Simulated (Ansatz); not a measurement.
Geometry optimisation, RKS PBE-D4/STO-3G (Ansatz 0.2.0).

input.yaml

```yaml
crystal:
  periodic: [false, false, false]
  atoms:
    - { symbol: Al, position_ang: [-1.6207, 1.1298, -1.2624] }
    - { symbol: C, position_ang: [-0.8392, 0.3794, 0.3576] }
    - { symbol: "N", position_ang: [0.5923, 0.3318, 0.1762] }
    - { symbol: C, position_ang: [1.3172, -0.4324, 1.2334] }
    - { symbol: Si, position_ang: [1.1851, -1.358, -0.3698] }
    - { symbol: H, position_ang: [-2.6814, 2.408, -1.0678] }
    - { symbol: H, position_ang: [-0.7279, 1.2966, -2.5738] }
    - { symbol: H, position_ang: [-1.2695, -0.5904, 0.5471] }
    - { symbol: H, position_ang: [-1.0782, 1.0761, 1.2462] }
    - { symbol: H, position_ang: [0.5643, -0.822, 2.055] }
    - { symbol: H, position_ang: [2.2357, -0.0518, 1.5267] }
    - { symbol: H, position_ang: [0.0475, -2.2169, -0.5949] }
    - { symbol: H, position_ang: [2.2952, -1.185, -1.2588] }
basis:
  gaussian: { orbitals: STO-3G }
hamiltonian:
  xc: pbe
  dispersion: d4
relax:
  f_tol: 0.015
  max_steps: 40
```

Launched with:

```bash
$ ansatz run input.yaml --threads 1 --pin off --max-ram 2048MiB --backend cpu --events-out ev --progress --plain --runs-dir out
```

Q: Where does it end, and by what steps?

A: The forces met the threshold. Limits of this set-up: minimal basis. After 37 steps the energy has fallen by 2.142 eV; H6 moved furthest, 2.12 Å. Joined: Al1–N3.

| step | energy less start (eV) | largest force component (eV/Å) | accepted |
| --- | --- | --- | --- |
| 0 | 0.0000 | 4.849 | yes |
| 2 | -1.3340 | 0.354 | yes |
| 4 | -1.3641 | 0.142 | yes |
| 6 | -1.3704 | 0.058 | yes |
| 8 | -1.3715 | 0.086 | yes |
| 10 | -1.3735 | 0.074 | yes |
| 12 | -1.3743 | 0.043 | yes |
| 14 | -1.3754 | 0.129 | yes |
| 16 | -1.3768 | 0.096 | yes |
| 18 | -1.3750 | 0.379 | no |
| 20 | -1.3866 | 0.075 | yes |
| 22 | -1.4324 | 0.451 | yes |
| 24 | -1.7000 | 0.560 | yes |
| 26 | -1.9168 | 1.263 | yes |
| 28 | -2.0953 | 0.325 | yes |
| 30 | -2.1321 | 0.189 | yes |
| 32 | -2.1412 | 0.093 | yes |
| 34 | -2.1421 | 0.047 | no |
| 36 | -2.1424 | 0.028 | no |
| 37 | -2.1425 | 0.005 | yes |

```xyz
13
Properties=species:S:1:pos:R:3
Al -1.057 1.432 -0.920
C -1.440 0.002 0.296
N 0.067 0.052 -0.150
C 1.176 0.012 0.933
Si 1.197 -1.357 -0.296
H -0.724 2.788 -0.344
H -1.281 1.189 -2.394
H -1.892 -0.966 0.004
H -1.503 0.121 1.395
H 0.814 -0.173 1.962
H 1.887 0.857 0.878
H 0.682 -2.661 0.092
H 2.093 -1.332 -1.442
```

Run time: 2.1 min on 1 thread of Arm Neoverse V1, on a shared host, peak memory 0.15 GiB.
